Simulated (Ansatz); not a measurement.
Gas-phase electronic energies from Ansatz, PBE0-D4/def2-TZVP geometries. CCSD(T)/CBS is the MP2 limit (def2-TZVPP, def2-QZVPP) plus CCSD(T) − MP2 in def2-TZVPP, frozen cores. This one scheme is used for every species. DFT in def2-TZVPP. B3LYP here is the variant with VWN-RPA as its local correlation; programs differ in this. One conformer a species, not always the lowest.

Consider the ligand exchange at a B–O bond: `OB(F)O[SiH3]` + CH₃SH → `CSB(O)F` + silanol.

`OB(F)O[SiH3]`:

Cartesian coordinates in Å:
```
O -1.384 1.058 -0.271
B -0.049 1.273 -0.134
F 0.438 2.513 -0.201
O 0.803 0.249 0.070
Si 0.559 -1.382 0.205
H -1.887 1.864 -0.412
H 1.892 -1.988 0.426
H -0.042 -1.915 -1.042
H -0.330 -1.673 1.357
```

CH₃SH:

```xyz
6

C    -0.237   -0.380    0.202
S     0.997    0.407   -0.856
H    -0.083   -0.128    1.251
H    -0.101   -1.455    0.080
H    -1.250   -0.121   -0.104
H     0.674    1.677   -0.571
```

`CSB(O)F`:

Z-matrix (Å, degrees):
```
C
S 1 1.810
H 1 1.088 2 110.7
H 1 1.089 2 106.7 3 119.0
H 1 1.088 2 110.7 3 -122.0
B 2 1.799 1 101.1 3 60.6
F 6 1.336 2 117.9 1 -180.0
O 6 1.354 2 122.0 1 -0.0
H 8 0.962 6 112.6 2 180.0
```

`O[SiH3]`:

```xyz
6

O    -0.386    0.549    1.092
Si    0.033   -0.298   -0.258
H    -0.103    1.462    1.154
H    -0.525    0.322   -1.491
H    -0.531   -1.655   -0.078
H     1.511   -0.381   -0.418
```

Question: Is it downhill or uphill in electronic energy at CCSD(T)/CBS, and by how much? (Estimate.)

Answer: Computed: Uphill: ΔE = +66.7 kJ/mol.

Question: What do these levels give: LDA (SPW92), PBE-D4, revPBE-D4, B97M-V, B3LYP-D4, revPBE, MP2/def2-TZVPP, CCSD(T)/def2-TZVPP, HF/def2-QZVPP, SCS-MP2/def2-QZVPP, MP2/CBS(def2), CCSD/CBS(def2)? (An estimate is asked.)

Answer: The calculation gave: LDA (SPW92) 58.5, PBE-D4 54.4, revPBE-D4 52.3, B97M-V 65.6, B3LYP-D4 69.2, revPBE 55.1, MP2/def2-TZVPP 64.0, CCSD(T)/def2-TZVPP 69.0, HF/def2-QZVPP 92.3, SCS-MP2/def2-QZVPP 68.5, MP2/CBS(def2) 61.7, CCSD/CBS(def2) 71.2 kJ/mol.

Largest T1 diagnostic among the species: 0.012.

From PBE to PBE0 (25 % exact exchange), in def2-TZVPP and without D4, ΔE moves by +6.6 kJ/mol. In def2-TZVPP, CCSD(T) changes the Hartree–Fock value by −21.9 kJ/mol (the triples alone add −4.4 kJ/mol) and MP2 by −26.9 kJ/mol. At CCSD(T), def2-SVP lies +14.7 kJ/mol from the extrapolated value and def2-TZVPP +2.3 kJ/mol.
